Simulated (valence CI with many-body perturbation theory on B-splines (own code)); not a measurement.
E1 line list for P¹⁰⁺

Calculated by valence CI with perturbative core correlation (CI+MBPT): three valence electrons over a frozen Dirac-Fock core [He], a basis of 11 s, 11 p, 10 d, 8 f, 5 g, 2 h functions for each j, with the one-electron correlation potential Σ1 (screened to all orders), the two-electron term Σ2, the three-electron term Σ3, Breit, model QED; selected single and double excitations, second order for the rest, scaled by the run's own slope (own B-spline code, finite nucleus).

No measured levels were compared; by estimate levels of excited configurations hold to 0.05 to 0.15 % of their energy, terms of the ground configuration to about 0.5 %.

Lines 201 to 250 of 555 in falling wavelength, among levels below 30.321 Ry, chosen from the strongest by gf and those to the six lowest levels. Wavelengths and rates use the calculated energies, so an error of 300 cm⁻¹ moves a line at 25.45 nm by 0.076 % and its rate by three times that or more. Electric multipoles are in the length gauge, E1 and E2 with the static RPA response of the core. Weak lines are less certain than strong ones. Lines between different terms over intervals too small for the method are left out, as are lines whose strength nearly cancels. Where a level lies close to another of its J and parity, the split of strength between their lines is uncertain. The highest levels of a list are the least certain.

Names give the largest LS component (configuration and term), which can be under half, so a name can repeat, a term be missing and a line seem to break the LS rules; names also repeat where a configuration has a term twice. Letters in brackets count levels of one name in rising energy.

```csv
λ vac (nm),Upper,Lower,A (s⁻¹),S (a.u.)
25.45,2p3 2P°_1/2,2s 2p2 2D_3/2,8.48e+09,1.38e-01
25.39,2s 2p2 2S_1/2,2s2 2p 2P°_3/2,3.80e+09,6.14e-02
25.38,2p3 2P°_3/2,2s 2p2 2D_5/2,6.77e+09,2.18e-01
25.38,2p3 2P°_3/2,2s 2p2 2D_3/2,1.07e+09,3.44e-02
24.78,2s 2p2 2S_1/2,2s2 2p 2P°_1/2,6.62e+09,9.94e-02
23.96,2s 2p2 2P_1/2,2s2 2p 2P°_3/2,9.16e+09,1.24e-01
23.66,2s 2p2 2P_3/2,2s2 2p 2P°_3/2,1.60e+10,4.19e-01
23.41,2s 2p2 2P_1/2,2s2 2p 2P°_1/2,9.27e+09,1.17e-01
23.13,2s 2p2 2P_3/2,2s2 2p 2P°_1/2,3.07e+09,7.50e-02
16.37,2s 2p 4p 2D_5/2,2s 2p 3d 2F°_7/2 [a],7.84e+09,1.02e-01
15.75,2s 2p 4f 4G_5/2 [b],2s 2p 3d 2P°_3/2 [a],2.55e+10,2.95e-01
15.68,2s 2p 4f 4F_9/2,2s 2p 3d 2F°_7/2 [a],1.04e+10,1.99e-01
15.66,2s 2p 4f 2F_7/2,2s 2p 3d 2F°_7/2 [a],5.67e+09,8.59e-02
15.59,2s 2p 4f 4D_5/2,2s 2p 3d 2P°_3/2 [a],2.55e+10,2.86e-01
15.59,2s 2p 4f 4F_7/2,2s 2p 3d 2F°_5/2 [a],1.60e+10,2.40e-01
15.58,2s 2p 4f 2D_3/2,2s 2p 3d 2P°_1/2 [a],1.29e+11,9.60e-01
15.54,2s 2p 4f 2D_5/2,2s 2p 3d 2P°_3/2 [a],1.07e+11,1.19e+00
15.52,2s 2p 4f 2F_5/2,2s 2p 3d 2F°_5/2 [a],9.93e+09,1.10e-01
15.51,2s 2p 4f 4G_9/2,2s 2p 3d 2F°_7/2 [a],4.51e+09,8.30e-02
15.51,2s 2p 4f 2F_7/2,2s 2p 3d 2F°_5/2 [a],3.20e+10,4.71e-01
15.49,2s 2p 4f 4G_7/2,2s 2p 3d 2F°_7/2 [a],9.48e+09,1.39e-01
15.49,2s 2p 4f 2D_3/2,2s 2p 3d 2P°_3/2 [a],2.91e+10,2.14e-01
15.47,2s 2p 4f 2G_7/2,2s 2p 3d 2F°_5/2 [a],6.85e+10,1.00e+00
15.47,2s 2p 4f 4G_5/2 [b],2s 2p 3d 2F°_5/2 [a],9.07e+09,9.94e-02
15.46,2s 2p 4f 4D_7/2,2s 2p 3d 2F°_7/2 [a],1.53e+10,2.23e-01
15.44,2s 2p 4f 2G_9/2,2s 2p 3d 2F°_7/2 [a],1.76e+11,3.20e+00
15.35,2s 2p 4f 4G_7/2,2s 2p 3d 2F°_5/2 [a],3.45e+10,4.92e-01
15.32,2s 2p 4f 4D_7/2,2s 2p 3d 2F°_5/2 [a],3.25e+10,4.62e-01
15.18,2s 2p 4p 4D_7/2,2s 2p 3d 4F°_9/2,6.14e+09,8.47e-02
14.99,2s 2p 4s 2P°_1/2 [a],2s 2p 3p 2D_3/2 [a],2.32e+10,7.71e-02
14.98,2s 2p 4s 4P°_5/2,2s 2p 3p 4P_5/2,1.73e+10,1.72e-01
14.98,2s 2p 4s 2P°_3/2 [a],2s 2p 3p 2D_5/2 [a],2.23e+10,1.48e-01
14.92,2s 2p 4s 4P°_5/2,2s 2p 3p 4P_3/2,9.43e+09,9.27e-02
14.76,2s 2p 4f 2G_7/2,2s 2p 3d 4P°_5/2,1.79e+10,2.27e-01
14.70,2s 2p 4f 4G_5/2 [a],2s 2p 3d 2D°_3/2 [a],2.36e+10,2.22e-01
14.66,2s 2p 4f 4F_9/2,2s 2p 3d 4D°_7/2,8.87e+10,1.38e+00
14.65,2s 2p 4f 4G_7/2,2s 2p 3d 4P°_5/2,2.92e+10,3.62e-01
14.65,2s 2p 4f 2F_7/2,2s 2p 3d 2D°_5/2 [a],7.79e+10,9.67e-01
14.65,2s 2p 4f 4D_5/2,2s 2p 3d 4P°_3/2,8.35e+10,7.77e-01
14.64,2s 2p 4f 4D_3/2,2s 2p 3d 4P°_1/2,6.65e+10,4.12e-01
14.63,2s 2p 4f 2F_5/2,2s 2p 3d 2D°_3/2 [a],3.31e+10,3.07e-01
14.63,2s 2p 4f 4G_5/2 [a],2s 2p 3d 4D°_5/2,1.05e+10,9.73e-02
14.63,2s 2p 4f 4F_7/2,2s 2p 3d 4D°_5/2,1.07e+11,1.33e+00
14.63,2s 2p 4f 4D_7/2,2s 2p 3d 4P°_5/2,1.17e+11,1.44e+00
14.63,2s 2p 4f 4G_5/2 [a],2s 2p 3d 4D°_3/2,3.92e+10,3.63e-01
14.62,2s 2p 4f 4D_1/2,2s 2p 3d 4P°_1/2,1.62e+11,5.01e-01
14.62,2s 2p 4f 4D_3/2,2s 2p 3d 4P°_3/2,1.03e+11,6.38e-01
14.62,2s 2p 4f 4D_5/2,2s 2p 3d 4P°_5/2,4.05e+10,3.74e-01
14.61,2s 2p 4f 2G_7/2,2s 2p 3d 2D°_5/2 [a],1.87e+10,2.30e-01
14.60,2s 2p 4f 4D_1/2,2s 2p 3d 4P°_3/2,4.04e+10,1.24e-01
```
